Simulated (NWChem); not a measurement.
Species: C₂H₅FSi₂; SMILES C([SiH2][SiH2]F)#C

```xyz
10

C     -1.1362    -2.7491    -0.2004
C     -0.2747    -1.9132     0.0006
Si     0.9832    -0.6102     0.2811
Si     0.1500     1.4656    -0.4346
F     -1.1023     1.8951     0.5182
H     -1.8951    -3.4917    -0.3746
H      2.2136    -0.9253    -0.5087
H      1.3386    -0.5569     1.7303
H      1.1996     2.5217    -0.3204
H     -0.3355     1.3959    -1.8434
```
Atoms are numbered in this order, from 1.

Results from NWChem. Structure relaxed at the PBE0/def2-SVP level. B3LYP is NWChem's, with the RPA form of VWN correlation.

Q: Order these by “orbital gap (eV)”, lowest first: LDA (Slater exchange, VWN5)/def2-TZVP; PBE0/def2-TZVP; CAM-B3LYP/def2-TZVP.

A: LDA (Slater exchange, VWN5)/def2-TZVP (4.97), PBE0/def2-TZVP (7.10), CAM-B3LYP/def2-TZVP (9.48)
